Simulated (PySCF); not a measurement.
PySCF job for CH₉NSi₄, SMILES [SiH3][SiH2][Si@H]1C=N[SiH2]1, SMD-M06-2X/6-31G*. The structure is a stationary point at B3LYP-D3(BJ)/def2-SVP. The structure was generated by enumeration; whether it is a known compound was not checked. One conformer was computed; it need not be the lowest.

```python
import numpy as np
from pyscf import gto, scf, dft
from pyscf.solvent import smd

mol = gto.M(
    atom='''
    Si    1.61719074    1.20812884   -1.43924659
    Si    1.67475194   -0.92328410   -0.44475012
    Si   -0.23118317   -1.05187811    0.92568369
    C    -0.64416580    0.70174727    1.64563347
    N    -1.65038716    1.20006249    1.01219178
    Si   -2.18988828   -0.16965461   -0.04576973
    H     0.29700271    1.40406303   -2.10597759
    H     2.70159667    1.36670670   -2.45238554
    H     1.78113353    2.24683428   -0.38140792
    H     1.62299564   -1.99224374   -1.48849693
    H     2.93380745   -1.09475754    0.34322880
    H    -0.20710765   -2.21876905    1.86244066
    H    -0.12433834    1.29852770    2.42191560
    H    -2.26438838    0.18548270   -1.49139627
    H    -3.51519419   -0.69313339    0.39009427
    ''',
    basis='6-31G*',
    charge=0,
    spin=0,
    max_memory=1600,
    verbose=3,
)
mf = dft.RKS(mol, xc='m06-2x').density_fit(auxbasis='def2-universal-jkfit')
mf.grids.level = 4
mf.conv_tol = 1e-9
mf.max_cycle = 100
mf.kernel()
res = {}
for name in ['water', 'toluene', 'n-hexane']:
    s = mf.SMD()
    s.with_solvent.solvent, s.with_solvent.sasa_ng = name, 194
    s.kernel(mf.make_rdm1())
    res[name] = (s.e_tot, s.with_solvent.get_cds(), s.dip_moment(), s.mo_energy, s.converged)
    print(f'SMD {name}: dG(solv) = {(s.e_tot - mf.e_tot) * 627.509474:.3f} kcal/mol, of which CDS {res[name][1] * 627.509474:.3f}')
```

Program output:

```
converged SCF energy = -1255.96586050067
converged SCF energy = -1255.96317718659
Dipole moment(X, Y, Z, Debye):  1.36483, -2.43217, -0.05845
SMD water: dG(solv) = 1.684 kcal/mol, of which CDS 5.422
converged SCF energy = -1255.96823987206
Dipole moment(X, Y, Z, Debye):  1.06015, -1.99029, -0.14075
SMD toluene: dG(solv) = -1.493 kcal/mol, of which CDS 0.164
converged SCF energy = -1255.96808100304
Dipole moment(X, Y, Z, Debye):  1.00955, -1.91758, -0.15148
SMD n-hexane: dG(solv) = -1.393 kcal/mol, of which CDS -0.131
```

Self-consistency was reached.

Cost: around 4 core-minutes (rough).
